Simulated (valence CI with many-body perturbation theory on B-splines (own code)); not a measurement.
Results of a calculation; reference values are marked as such.
## Level structure of Br XIII

Method: valence CI with perturbative core correlation (CI+MBPT): five valence electrons over a frozen Dirac-Fock core [Ar], radial functions for each j: 7 s, 7 p, 8 d, 6 f, 4 g, 1 h, with the one-electron correlation potential Σ1 (screened to all orders), the two-electron term Σ2, the three-electron term Σ3, Breit, model QED; selected single and double excitations, second order for the rest, scaled by the run's own slope (own B-spline code, finite nucleus).

No measured spectrum was set against this ion. As an estimate, terms of the open shell hold to 2 to 4 % of their energy, and close levels can change places. Only levels of the ground parity were solved; by the run's estimate the other parity begins above the list, which can be wrong where configurations are misplaced.

Levels 1 to 37 of 37, with energies above the lowest level, 3d5 6S_5/2. "Leading %" is the weight of the configuration and term that name the level; weights of strongly mixed levels are sums over their largest components and can fall short.

| No. | Configuration | Term | J | E (cm⁻¹) | Leading % | Second component | g |
| --- | --- | --- | --- | --- | --- | --- | --- |
| 1 | 3d5 | 6S | 5/2 | 0.0 | 98 |  | 1.995 |
| 2 | 3d5 | 4G | 5/2 | 69525 | 90 | 5 % 3d5 2F | 0.621 |
| 3 | 3d5 | 4G | 11/2 | 70372 | 98 |  | 1.268 |
| 4 | 3d5 | 4G | 7/2 | 70570 | 96 |  | 0.991 |
| 5 | 3d5 | 4G | 9/2 | 71015 | 98 |  | 1.171 |
| 6 | 3d5 | 4P | 5/2 | 75102 | 62 | 27 % 3d5 4D | 1.473 |
| 7 | 3d5 | 4P | 3/2 | 76975 | 70 | 29 % 3d5 4D | 1.563 |
| 8 | 3d5 | 4P | 1/2 | 79232 | 84 | 15 % 3d5 4D | 2.261 |
| 9 | 3d5 | 4D | 7/2 | 85287 | 95 |  | 1.414 |
| 10 | 3d5 | 4D | 1/2 | 88370 | 85 | 15 % 3d5 4P | 0.398 |
| 11 | 3d5 | 4D | 5/2 | 89297 | 68 | 25 % 3d5 4P | 1.416 |
| 12 | 3d5 | 4D | 3/2 | 89734 | 69 | 29 % 3d5 4P | 1.341 |
| 13 | 3d5 | 2I | 11/2 | 101310 | 91 | 8 % 3d5 2H | 0.937 |
| 14 | 3d5 | 2I | 13/2 | 103120 | 100 |  | 1.076 |
| 15 | 3d5 | 2D | 5/2 | 106940 | 49 | 37 % 3d5 2F | 1.075 |
| 16 | 3d5 | 2D | 3/2 | 110460 | 71 | 27 % 3d5 4F | 0.702 |
| 17 | 3d5 | 2F | 7/2 | 113330 | 58 | 32 % 3d5 4F | 1.147 |
| 18 | 3d5 | 4F | 9/2 | 115070 | 68 | 26 % 3d5 2G | 1.253 |
| 19 | 3d5 | 4F | 5/2 | 117790 | 82 | 16 % 3d5 2F | 1.008 |
| 20 | 3d5 | 4F | 7/2 | 119850 | 53 | 40 % 3d5 2F | 1.202 |
| 21 | 3d5 | 4F | 3/2 | 121770 | 71 | 27 % 3d5 2D | 0.519 |
| 22 | 3d5 | 2H | 9/2 | 122980 | 62 | 21 % 3d5 4F | 1.032 |
| 23 | 3d5 | 2F | 5/2 | 127780 | 52 | 40 % 3d5 2D | 1.015 |
| 24 | 3d5 | 2G | 7/2 | 128020 | 89 | 9 % 3d5 2F | 0.917 |
| 25 | 3d5 | 2H | 11/2 | 128640 | 90 | 8 % 3d5 2I | 1.078 |
| 26 | 3d5 | 2G | 9/2 | 133190 | 58 | 32 % 3d5 2H | 1.065 |
| 27 | 3d5 | 2F | 5/2 | 136210 | 86 | 8 % 3d5 4F | 0.888 |
| 28 | 3d5 | 2F | 7/2 | 137570 | 88 | 9 % 3d5 4F | 1.144 |
| 29 | 3d5 | 2S | 1/2 | 148610 | 98 |  | 1.995 |
| 30 | 3d5 | 2D | 3/2 | 165860 | 99 |  | 0.801 |
| 31 | 3d5 | 2D | 5/2 | 167510 | 95 | 4 % 3d5 2F | 1.186 |
| 32 | 3d5 | 2G | 9/2 | 184490 | 100 |  | 1.110 |
| 33 | 3d5 | 2G | 7/2 | 185210 | 98 |  | 0.891 |
| 34 | 3d5 | 2P | 3/2 | 221850 | 95 | 5 % 3d5 2D | 1.307 |
| 35 | 3d5 | 2P | 1/2 | 223370 | 99 |  | 0.676 |
| 36 | 3d5 | 2D | 5/2 | 242430 | 99 |  | 1.199 |
| 37 | 3d5 | 2D | 3/2 | 243680 | 95 | 5 % 3d5 2P | 0.823 |

Names give the largest LS component (configuration and term), which can be under half, so a name can repeat, a term be missing and a line seem to break the LS rules; names also repeat where a configuration has a term twice.

The ionisation energy to 3d4 5D_0 of the next ion comes out as 392.35 eV (NIST: 393 ± 3 eV (theoretical)). All 37 levels together are meant to be complete up to 252860 cm⁻¹.
